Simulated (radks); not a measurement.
Q: Neutral argon, [Ar]. Method: non-relativistic Kohn-Sham, r2SCAN, spin-polarised, spherical densities, point nucleus; meta-GGA in the generalised Kohn-Sham scheme; computed with a radial shooting solver on a logarithmic mesh with Libxc functionals. Every spin shell is full or empty, so the densities are truly spherical. Functionals are evaluated on that one density, not self-consistently. Rank these exchange functionals by their error against the exact value of the orbitals, and give that value: LDA, revPBE, RPBE, PW91, PW86, OPTX, WC, AM05, G96, EV93, TPSS, SCAN, r2SCAN, MS2, Tao-Mo.

A: Exact: -30.1723 hartree. From best to worst, with 100 (|E| - |E exact|)/|E exact| (equal figures are ties): MS2 +0.02, r2SCAN +0.03, G96 +0.05, OPTX +0.06, RPBE -0.07, TPSS +0.15, PW91 -0.15, revPBE -0.21, Tao-Mo -0.22, SCAN +0.30, PW86 +0.39, EV93 +0.95, WC -1.55, AM05 -6.75, LDA -7.64.
